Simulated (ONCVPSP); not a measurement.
# Varying the ONCV potential for gallium (Ga)

Base potential:

Ga, optimised norm-conserving Vanderbilt (ONCV), made with ONCVPSP 4.0.1 (BLYP, scalar-relativistic). Core [Ne] 3s2, reference 3p6 3d10 4s2 4p1. Waves: 4s: rc 1.70 bohr, ncon 4, nbas 9, qcut 2.9 1/bohr, 2 projectors, debl 1.6 Ha; 3p+4p: rc 1.20 bohr, ncon 4, nbas 9, qcut 9.8 1/bohr, 3 projectors, debl 2.4 Ha; 3d: rc 0.95 bohr, ncon 5, nbas 9, qcut 15.3 1/bohr, 2 projectors, debl 2.7 Ha; f scattering state at 0.04 Ha: rc 1.85 bohr, ncon 4, nbas 8, qcut 7 1/bohr, 2 projectors, debl 2.5 Ha. Local part: polynomial inside 0.90 bohr (lpopt 4, dvloc0 1 Ha). Core correction: Teter function fitted to the true core (icmod 2), fcfact 0.2.

Cutoffs, loose and tight: the cutoffs (Ha) at which the residual kinetic energy of the hardest occupied pseudo-wave falls to 1 and 0.1 mHa per electron. They do not see the model core or the augmentation charge, which bear on the density cutoff. Test errors are all-electron minus pseudo excitation energies from the reference, over the configurations 3p6 3d10 4s2 4p0; 3p6 3d10 4s1 4p0; 3p6 3d10 4s0 4p0; 3p6 3d10 4s2 4p0.5. A dash means not determined; rows that change the core or the reference have their own tests. The largest error is taken over the tests solved by every variant that gives reliable tests at all: 3p6 3d10 4s1 4p0; 3p6 3d10 4s2 4p0; 3p6 3d10 4s2 4p0.5.

A true bound ghost makes a file unfit for plane-wave use even where its test errors are small: the radial tests pick states by their node count and pass the ghost by.

| change | outcome | cutoff, loose | cutoff, tight | bound ghosts | GHOST(+) flags above zero | largest test error (meV) |
| --- | --- | --- | --- | --- | --- | --- |
| base | generated | 107 Ha | 182 Ha | none | s | -4.9 |
| s: qcut 2.2; p: qcut 7.6; d: qcut 11.9; f: qcut 5.4 | generated | 302 Ha | 342 Ha | none | s, p | -4.0 |
| core [Ar], valence charge 13; reference 3d10 4s2; waves now 4s: rc 1.70 bohr, ncon 5, nbas 8, qcut 4.1 1/bohr, 3 projectors, debl 2.6 Ha; p scattering state at 0.38 Ha: rc 1.35 bohr, ncon 4, nbas 9, qcut 6.7 1/bohr, 2 projectors, debl 0.7 Ha; 3d: rc 0.85 bohr, ncon 4, nbas 8, qcut 18.4 1/bohr, 1 projector; f scattering state at 0.44 Ha: rc 1.40 bohr, ncon 4, nbas 9, qcut 7.8 1/bohr, 1 projector; local potential polynomial inside 0.75 bohr (lpopt 5, dvloc0 0 Ha) | generated | 134 Ha | 150 Ha | s, p | s, p | -39 |
| p: debl 1.7 | generated | 107 Ha | 182 Ha | none | s | -4.9 |
| core correction none | generated | 107 Ha | 182 Ha | none | s | -4.9 |

**Question.** What comes out with this change to the base: local potential polynomial inside 0.70 bohr (lpopt 5, dvloc0 6 Ha)?

**Answer.** outcome: generated; cutoff, loose: 107 Ha; cutoff, tight: 182 Ha; bound ghosts: s; GHOST(+) flags above zero: none; largest test error (meV): -5.2.
